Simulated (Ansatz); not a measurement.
C$_{3}$H$_{9}$InOSi$_{2}$ (`C#C[C]([SiH3])([InH2])O[SiH3]`), 16 atoms. Total charge 0; spin multiplicity 1. Correlated methods include outer-core shells of In, which these sets cover unevenly. In takes the def2 core potential. All runs use 2 threads of an AMD EPYC 7R13 on a shared host and a share of an NVIDIA H100 80 GB. Correlated methods freeze the cores. Open-shell runs search over several starts.

Give the basis size and wall time and peak host memory of each of these runs in Ansatz. UKS B3LYP-D4/def2-TZVPP energy of the cation; UKS PBE0-D4/def2-TZVPP energy of the cation; RHF-MP2/def2-QZVPP energy; RKS LC-ωPBE/def2-TZVPP energy; RKS CAM-B3LYP-D4/def2-TZVPP energy; RKS PBE-D4/def2-TZVPP energy and forces; UKS ωB97M-V/def2-TZVPP energy of the cation; UKS B2PLYP (frozen core)/def2-TZVPP energy of the cation; UHF-MP2/def2-QZVPP energy of the cation; UKS PBE-D4/def2-TZVPP energy of the cation; UHF-CCSD(T)/def2-TZVPP energy of the cation; RKS PBE0-D4/def2-TZVP relaxation (18 steps). (An estimate is asked.)

Computed: Other jobs shared the machine, so times are rough.

| level | job | functions | wall time | peak host memory (GiB) |
| --- | --- | --- | --- | --- |
| UKS B3LYP-D4/def2-TZVPP | energy of the cation | 384 | 4.4 s | 1 |
| RKS LC-ωPBE/def2-TZVPP | energy | 384 | 4.5 s | 0.95 |
| RKS PBE-D4/def2-TZVPP | energy and forces | 384 | 4.7 s | 0.93 |
| UKS PBE-D4/def2-TZVPP | energy of the cation | 384 | 5 s | 1 |
| RKS CAM-B3LYP-D4/def2-TZVPP | energy | 384 | 6.5 s | 0.95 |
| UKS PBE0-D4/def2-TZVPP | energy of the cation | 384 | 8 s | 1 |
| RHF-MP2/def2-QZVPP | energy | 720 | 8.5 s | 1.4 |
| UKS B2PLYP (frozen core)/def2-TZVPP | energy of the cation | 384 | 9 s | 1.9 |
| UKS ωB97M-V/def2-TZVPP | energy of the cation | 384 | 11 s | 1.3 |
| UHF-MP2/def2-QZVPP | energy of the cation | 720 | 11 s | 1.6 |
| RKS PBE0-D4/def2-TZVP | relaxation (18 steps) | 302 | 69 s | 1 |
| UHF-CCSD(T)/def2-TZVPP | energy of the cation | 384 | 3.5 min | 3 |

B3LYP here is the variant with VWN-RPA as its local correlation; programs differ in this. LC-ωPBE has ω = 0.4 bohr⁻¹.
